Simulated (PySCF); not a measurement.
As2BFH4, SMILES [AsH2]B(F)[AsH2].

The structure is a stationary point at B3LYP-D3(BJ)/def2-SVP. This is a generated structure with no PubChem entry under its InChIKey; it may be hypothetical.

Level of theory: TDA-M06-2X/def2-SVPD (PySCF).

Vertical excitations. The molecule is in vacuum. State labels are in the subgroup C2.

Question: Estimate the UV-visible absorptions. (The exact figures need the calculation; the answer reports its results.)

Answer: 
```json
[
 {"state": "S1", "symmetry": "A", "energy (eV)": "4.45", "λ (nm)": "279", "f": "0.005", "main pairs": "HOMO→LUMO 90 %"},
 {"state": "S2", "symmetry": "B", "energy (eV)": "5.66", "λ (nm)": "219", "f": "0.080", "main pairs": "HOMO−1→LUMO 80 %"},
 {"state": "S3", "symmetry": "B", "energy (eV)": "6.06", "λ (nm)": "204", "f": "0.059", "main pairs": "HOMO→LUMO+1 84 %"},
 {"state": "S4", "symmetry": "A", "energy (eV)": "6.31", "λ (nm)": "196", "f": "0.031", "main pairs": "HOMO→LUMO+2 85 %"},
 {"state": "S5", "symmetry": "B", "energy (eV)": "6.39", "λ (nm)": "194", "f": "0.062", "main pairs": "HOMO→LUMO+3 53 %, HOMO→LUMO+4 21 %, HOMO−1→LUMO+2 12 %"},
 {"state": "S6", "symmetry": "A", "energy (eV)": "6.66", "λ (nm)": "186", "f": "0.000", "main pairs": "HOMO−1→LUMO+1 77 %"},
 {"state": "S7", "symmetry": "A", "energy (eV)": "6.74", "λ (nm)": "184", "f": "0.003", "main pairs": "HOMO−2→LUMO 78 %"},
 {"state": "S8", "symmetry": "B", "energy (eV)": "7.08", "λ (nm)": "175", "f": "0.580", "main pairs": "HOMO→LUMO+4 64 %, HOMO→LUMO+3 17 %"},
 {"state": "S9", "symmetry": "A", "energy (eV)": "7.30", "λ (nm)": "170", "f": "0.054", "main pairs": "HOMO−1→LUMO+3 73 %"},
 {"state": "S10", "symmetry": "B", "energy (eV)": "7.50", "λ (nm)": "165", "f": "0.314", "main pairs": "HOMO−1→LUMO+2 66 %, HOMO→LUMO+3 11 %"},
 {"state": "T1", "symmetry": "A", "energy (eV)": "3.89", "λ (nm)": "319", "f": "0", "main pairs": "HOMO→LUMO 96 %"},
 {"state": "T2", "symmetry": "B", "energy (eV)": "4.94", "λ (nm)": "251", "f": "0", "main pairs": "HOMO−1→LUMO 89 %"},
 {"state": "T3", "symmetry": "B", "energy (eV)": "5.51", "λ (nm)": "225", "f": "0", "main pairs": "HOMO→LUMO+1 46 %, HOMO→LUMO+3 26 %, HOMO−1→LUMO+2 13 %"},
 {"state": "T4", "symmetry": "A", "energy (eV)": "5.69", "λ (nm)": "218", "f": "0", "main pairs": "HOMO→LUMO+2 57 %, HOMO−1→LUMO+3 23 %"}
]
```
Triplets are in the Tamm–Dancoff approximation.
